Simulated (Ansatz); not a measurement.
The same silylene extrusion along the group B, Al, Ga, In.

Program: Ansatz. Geometries: PBE0-D4/def2-TZVP. ΔE: electronic, gas phase. CCSD(T)/CBS is the MP2 limit (def2-TZVPP, def2-QZVPP) plus CCSD(T) − MP2 in def2-TZVPP, frozen cores. This one scheme is used for every species. DFT in def2-TZVPP. def2 core potentials past Kr. For Ga, In outer-core shells are correlated without core-valence functions, which leaves a few kJ/mol of doubt a bond. Scalar relativity is left out up to krypton.

```csv
reaction,ωB97X-V (kJ/mol),CCSD(T)/CBS(def2) (kJ/mol)
`B[SiH2]F` → `BF` + `[SiH2]`,206,196
`F[SiH2][AlH2]` → `[F][AlH2]` + `[SiH2]`,176,162
`F[SiH2][GaH2]` → `[F][GaH2]` + `[SiH2]`,274,270
`F[SiH2][InH2]` → `[F][InH2]` + `[SiH2]`,308,300
```

Largest T1 diagnostic: 0.016, for `[F][InH2]`.
